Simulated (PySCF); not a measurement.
## Two-dimensional NMR puzzle

Compound of formula C$_{7}$H$_{9}$NO. Correlations simulated from computed shifts and the bond graph:

HSQC (one-bond C–H):
```tsv
δH	δC
8.56	147.8
8.40	136.3
7.50	130.5
7.39	128.8
4.07	65.7
1.55	17.7
```

COSY cross peaks (H two or three bonds apart, from the bond graph; peaks can be absent where the dihedral angle is near 90°):
```tsv
δH	δH
8.56	7.39
7.50	7.39
4.07	1.55
```

HMBC (two and three bonds, from the bond graph):
```tsv
δH	δC
8.56	136.3, 130.5, 128.8
8.40	161.3, 147.8, 130.5
7.50	161.3, 147.8, 136.3, 128.8
7.39	161.3, 147.8, 130.5
4.07	161.3, 17.7
1.55	65.7
```

Carbons without hydrogens: δ 161.3.

[PySCF 2.14: shielding tensors at PBE0/pcSseg-1 (GIAO); geometry: GFN2-xTB; one averaged value for each set of equivalent atoms; no solvent; no relativistic terms; one conformer]

Chemical shifts δ = σref − σ; 1H (31.72 ppm), 13C (186.93 ppm) vs TMS, all at this level.

Exchangeable hydrogens are left out of these lists.

Which molecule is this?

Answers

`CCOc1cccnc1`.

Atoms are numbered as in `[CH3:1][CH2:2][O:3][c:4]1[cH:5][cH:6][cH:7][n:8][cH:9]1` (H(Xn): hydrogen on atom n).

1. δC 161.3 is C4, an aromatic carbon bearing oxygen.
2. δC 147.8 is C7, an aromatic CH next to a ring nitrogen (δH 8.56).
3. δC 136.3 is C9, an aromatic CH next to a ring nitrogen (δH 8.40).
4. δC 130.5 is C5, an aromatic CH (δH 7.50).
5. δC 128.8 is C6, an aromatic CH (δH 7.39).
6. δC 65.7 is C2, an sp3 CH2 bonded to O (δH 4.07).
7. δC 17.7 is C1, a methyl carbon (δH 1.55).
8. HMBC from δH 8.40 reaches the proton-free carbon C4.
9. HMBC from δH 7.50 reaches the proton-free carbon C4.
10. HMBC from δH 7.39 reaches the proton-free carbon C4.
11. HMBC from δH 4.07 reaches the proton-free carbon C4.
12. COSY links 8.56–7.39, 7.50–7.39, 4.07–1.55.

This is the structure that produced the data.

Shifts are as computed. Against solution values, carbons near 30 ppm lie about +3 ppm off and those near 130 ppm about +5 ppm. Of 1211 compounds with measured shifts, 218 miss one by over three times the rms of a fit or turn the order of signals round; such compounds aren't used in these exercises.
